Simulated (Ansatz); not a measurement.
GaH₅O₃S (`[OH][Ga-]([OH])([OH])[SH2+]`). Total charge 0; spin multiplicity 1. Geometry: relaxed with PBE0-D4/def2-TZVP. It is one conformer, not always the lowest.

```xyz
10

O    -1.164    0.253    1.477
Ga   -0.449    0.338   -0.171
O    -0.670   -1.085   -1.254
O    -0.152    1.946   -0.905
S     1.958   -0.339    0.568
H    -1.411    1.115    1.817
H    -1.331   -1.696   -0.922
H    -0.173    1.920   -1.864
H     1.442   -1.088    1.557
H     1.949   -1.364   -0.303
```

What is the dipole moment at B3LYP/def2-TZVPP? (An estimate is asked.)

Ansatz gave: 2.26 D, with components (1.56, -1.52, 0.61) D in this frame, pointing from negative to positive charge.

And with PBE, r2SCAN, ωB97M-V? (Estimate.)

Computed: PBE 2.24 D, r2SCAN 2.30 D, ωB97M-V 2.23 D.

Give the Mulliken charges with B3LYP, ωB97M-V, r2SCAN in def2-TZVPP. (An estimate is asked.)

Computed: 
```json
{"atom": "O1", "B3LYP": "-0.46", "ωB97M-V": "-0.46", "r2SCAN": "-0.48"}
{"atom": "Ga2", "B3LYP": "0.64", "ωB97M-V": "0.63", "r2SCAN": "0.64"}
{"atom": "O3", "B3LYP": "-0.46", "ωB97M-V": "-0.46", "r2SCAN": "-0.48"}
{"atom": "O4", "B3LYP": "-0.44", "ωB97M-V": "-0.44", "r2SCAN": "-0.46"}
{"atom": "S5", "B3LYP": "-0.11", "ωB97M-V": "-0.12", "r2SCAN": "-0.10"}
{"atom": "H6", "B3LYP": "0.18", "ωB97M-V": "0.17", "r2SCAN": "0.20"}
{"atom": "H7", "B3LYP": "0.18", "ωB97M-V": "0.17", "r2SCAN": "0.20"}
{"atom": "H8", "B3LYP": "0.18", "ωB97M-V": "0.17", "r2SCAN": "0.19"}
{"atom": "H9", "B3LYP": "0.15", "ωB97M-V": "0.16", "r2SCAN": "0.14"}
{"atom": "H10", "B3LYP": "0.15", "ωB97M-V": "0.17", "r2SCAN": "0.14"}
```

B3LYP here is the variant with VWN-RPA as its local correlation; programs differ in this.
